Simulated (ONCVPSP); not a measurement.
# Wu-Cohen ONCV dataset for zirconium (Zr), scalar-relativistic all-electron reference.

```json
{
  "Element": "Zr (Z = 40)",
  "Generator": "ONCVPSP 4.0.1",
  "Type": "optimised norm-conserving Vanderbilt (ONCV)",
  "Functional": "Wu-Cohen",
  "Relativity": "scalar-relativistic",
  "Frozen core": "[Ar] 3d10",
  "Valence charge": "12",
  "Reference configuration": "4s2 4p6 4d2 5s1.5 5p0.5",
  "Partial waves": "4s+5s: rc 1.55 bohr, ncon 4, nbas 7, qcut 8.6 1/bohr, 3 projectors, debl 3 Ha; 4p+5p: rc 2.45 bohr, ncon 4, nbas 9, qcut 7.1 1/bohr, 2 projectors; 4d: rc 2.55 bohr, ncon 5, nbas 9, qcut 6.4 1/bohr, 2 projectors, debl 0.4 Ha",
  "Local potential": "polynomial inside 1.00 bohr (lpopt 1, dvloc0 2 Ha)",
  "Core correction": "Teter function, fcfact 2.75, rcfact 1.1"
}
```

All-electron outer shells of the reference configuration (Wu-Cohen, scalar-relativistic, ld1.x):

```tsv
shell	level (eV)	outermost node (bohr)	outermost maximum (bohr)
3p	-318.18	0.18	0.40
3d	-175.37	–	0.35
4s	-55.11	0.55	1.08
4p	-33.06	0.56	1.17
5s	-4.85	1.47	3.11
4d	-4.14	0.58	1.61
5p	-1.75	1.70	4.05
```

(1) Is a potential produced?

## Answers

(1) No. ONCVPSP 4.0.1 stopped with "ERROR pspot: first pseudo wave function has node, program will stop": the optimised pseudo-wave of the first projector has a node, so the radial equation cannot be inverted for a potential. It happened in the s channel.
